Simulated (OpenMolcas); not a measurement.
Co4+, Rh4+, Ir4+: d⁵ down the group

```
Program             : OpenMolcas
Method              : MS-RASPT2, IPEA 0.25 Eh, imaginary shift 0.1 Eh
Basis               : ANO-R2
Scalar Hamiltonian  : X2C, finite nucleus
Spin-orbit coupling : state interaction with AMFI integrals over the reference wave functions, term energies averaged over their components
```

Active space for each ion: 11 electrons in 8 orbitals (RAS1 p, at most 2 holes; RAS2 d); closed shells correlated by CASPT2: Co4+ 3s; Rh4+ 4s; Ir4+ 5s.

Computed levels in cm-1 above ⁶S_5/2:

```json
{"Level": "⁴G_7/2", "Co4+": "38550", "Rh4+": "26940", "Ir4+": "23940"}
{"Level": "⁴G_11/2", "Co4+": "38560", "Rh4+": "27060", "Ir4+": "25280"}
{"Level": "⁴G_9/2", "Co4+": "38580", "Rh4+": "27160", "Ir4+": "26290"}
{"Level": "⁴P_1/2", "Co4+": "42720", "Rh4+": "30910", "Ir4+": "28170"}
{"Level": "⁴D_7/2", "Co4+": "46420", "Rh4+": "32270", "Ir4+": "31410"}
{"Level": "⁴D_1/2", "Co4+": "46550", "Rh4+": "33480", "Ir4+": "35890"}
{"Level": "²I_11/2", "Co4+": "56120", "Rh4+": "39200", "Ir4+": "37020"}
{"Level": "²I_13/2", "Co4+": "56250", "Rh4+": "39950", "Ir4+": "40640"}
{"Level": "²F_7/2(1)", "Co4+": "61990", "Rh4+": "46140", "Ir4+": "52140"}
{"Level": "weight of ⁶S in the lowest level (%)", "Co4+": "100", "Rh4+": "99", "Ir4+": "85"}
```

Mixed levels, with the weight of the term that names them: Rh4+ ⁴P_1/2 (70 %), Rh4+ ⁴D_1/2 (70 %), Rh4+ ²F_7/2(1) (66 %), Ir4+ ⁴G_7/2 (64 %), Ir4+ ⁴P_1/2 (60 %), Ir4+ ⁴D_7/2 (66 %), Ir4+ ⁴D_1/2 (65 %), Ir4+ ²I_11/2 (73 %), Ir4+ ²F_7/2(1) (63 %).

Measured, with the error of the calculation in %. Measured levels: Co4+ from Sugar and Corliss, J. Phys. Chem. Ref. Data 10, 1097 (1981).

| Level | Co4+ |
| --- | --- |
| ⁴G_11/2 | 37218 (+3.6) |
| ⁴P_1/2 | 41024 (+4.1) |
| ⁴D_7/2 | 44709 (+3.8) |
| ⁴D_1/2 | 44908 (+3.6) |
| ²F_7/2(1) | 59455 (+4.3) |

Without spin-orbit coupling ⁴G lies 38550, 27020, 24800 cm-1 above ⁶S in that order; the difference to the level ⁴G_7/2, of either sign, comes from spin-orbit coupling, which also lowers the zero.

CASPT2 does not keep the components of a term degenerate, so their means are used; among the terms shown or strongly mixed into the levels shown the widest spread is 960 cm-1 (4d⁵ ²I, Rh4+). Active for correlation alone: 3p; no level in the range computed is led by a configuration that opens it, so any true level of that kind is missing (holds for Co4+). Active for correlation alone: 4p; no level in the range computed is led by a configuration that opens it, so any true level of that kind is missing (holds for Rh4+). Blocks of more than 70 roots (2S+1 = 2 even) ran without multistate coupling (holds for Ir4+). Active for correlation alone: 5p; no level in the range computed is led by a configuration that opens it, so any true level of that kind is missing (holds for Ir4+). Computed and measured levels are paired by configuration, term and J; levels that our copy of the source lacks, or whose pairing is in doubt (as where it misses far off the trend of its configuration), stay unpaired and out of the deviations. Only configurations of the active space appear.

A number in round brackets counts repeated terms of one configuration in the order of the reference energies.
